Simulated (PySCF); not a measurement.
# Dipole moment and polarisability of `CC(C)S[SiH3]`

Compound: C₃H₁₀SSi.
Geometry (PBE0-D3(BJ)/def2-SVP, Å), atoms numbered from 1 in this order:
```xyz
15
C3H10SSi angstrom
C     -1.9034   -0.1844   -0.7024
C     -0.5942    0.1153    0.0095
C     -0.6110   -0.3273    1.4623
S      0.7517   -0.7198   -0.9489
Si     2.4812    0.2685   -0.1745
H     -2.7340    0.3313   -0.1952
H     -2.1171   -1.2649   -0.6903
H     -1.8764    0.1480   -1.7500
H     -0.3952    1.1984   -0.0476
H     -1.4259    0.1796    2.0048
H      0.3321   -0.0903    1.9768
H     -0.7709   -1.4139    1.5354
H      3.6112   -0.1296   -1.0621
H      2.8103   -0.1178    1.2327
H      2.2874    1.7518   -0.2113
```

Level: CAM-B3LYP/def2-SVPD (PySCF), static field, nuclei fixed, core orbitals frozen in the response. The polarisability tensor in these axes (au):

```
x   105.59   3.16  -1.42
y     3.16  75.92   2.31
z    -1.42   2.31  82.21
```

Task: Give the principal values, the mean and the anisotropy Δα = √{½[(α1 − α2)² + (α2 − α3)² + (α1 − α3)²]}.

Result: Principal values 74.78, 82.96 and 105.98 au; mean 87.91 au = 13.03 Å³ = 14.49 × 10⁻⁴⁰ C²·m²/J; Δα = 28.02 au (32 % of the mean).

Task: What is the dipole moment, and where does it point?

Result: (-0.89, 0.94, 1.07) D, 1.68 D in size, pointing from the negative to the positive side. Measured along this direction, the outermost atoms are H13 at the negative end and H10 at the positive end.

Task: What depolarisation ratio follows for Rayleigh scattering of linearly polarised light, taking the static tensor?

Result: ρ = 3Δα²/(45ᾱ² + 4Δα²) = 2356.1/(347759 + 3141.5) = 0.00671.

Task: Find the Langevin capture rate constant for NO+ (29.998 u) meeting this molecule (106.027 u), k = 2.342 × 10⁻⁹ cm³/s × √(α in Å³ / reduced mass in u).

Result: The reduced mass is 23.38 u, so k = 1.75 × 10⁻⁹ cm³/s. The formula leaves out the permanent dipole, which adds to the capture rate.

Task: Orientational against electronic polarisability at 350 K (dilute gas, rigid molecules)?

Result: In Gaussian units μ²/3kT = 19.49 Å³ against 13.03 Å³, a ratio of 1.50; the Debye molar polarisation (4π/3)N_A(α + μ²/3kT) is 82.0 cm³/mol, leaving out the vibrational part.

Task: Give the eigenvalues of the traceless quadrupole moment Θ = ½Σq(3rr − r²1), origin at the centre of nuclear charge.

Result: -2.54, -1.51, 4.05 D·Å. The values depend on the origin, since the dipole doesn't vanish. The electronic extent ⟨r²⟩ about the same centre is 878 bohr², a root-mean-square distance of 2.06 Å for the 58 electrons.

The structure is a single PBE0-D3(BJ)/def2-SVP conformer in the gas phase; no vibrational or solvent corrections.

These values come from a run that also computed excited states. The run took about 70 s of CPU time (one thread, shared machine).
